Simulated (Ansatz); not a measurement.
```xyz
7

S     0.0000    0.0000    0.0000
F     1.7071    0.0000    0.0000
F    -1.7071    0.0000    0.0000
F     0.0000    1.7071    0.0000
F     0.0000   -1.7071    0.0000
F     0.0000    0.0000    1.7071
F     0.0000    0.0000   -1.7071
```

Basis set: cc-pVDZ (spherical functions). Frozen core: 11 orbitals. Charge 0, multiplicity 1.

Computed with Ansatz (development build ahead of 0.2.0); each method stands on the lowest determinant of its kind that the runs found. Restricted open shells among the atoms or ions are ROHF, correlated in semicanonical orbitals with singles.

(1) Give the atomization energy at this shape (free ground-state atoms in the same class of orbitals less the molecule, no zero-point energy) of singlet SF₆ by RHF-MP2, RHF.

## Answers

(1)

| method | atomization energy |
| --- | --- |
| RHF-MP2 | 371.47 kcal/mol |
| RHF | 125.60 kcal/mol |

Caution: no unrestricted run beside it, a lower state can exist; the shape is not the minimum.
